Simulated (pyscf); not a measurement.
A first-order saddle from PySCF, ωB97X-D3(BJ)/def2-SVP:

```xyz
5

S      1.1581     2.1510     0.3453
W      0.3456     0.4497    -0.5221
S      0.4223     0.2693     1.7938
F     -1.4117     0.6138    -1.0839
F      1.5714    -0.7133    -1.2803
```

Surface: singlet, charge 0. Lowest wavenumbers (cm⁻¹): 746i, 151, 168, 170, 181.

Task: Name the species on either side of this saddle.

Result: F–W(F)(=S)=S <-> cyclic F₂S₂W (SMILES [F][W]1([F])[S][S]1) [singlet], a ring closure read from left to right: none broken and S–S formed. At ωB97M-D3(BJ)/def2-TZVP it lies +64.8 kcal/mol from the left side and +22.3 kcal/mol from the right (each side as separated species at their lowest minima found). This is the saddle that the search found; another between the same sides may lie lower. 2 of the closed-shell references are unstable towards spin polarisation; treat their single-reference values with care. Elements past Kr carry the def2 core potentials, without spin-orbit coupling.
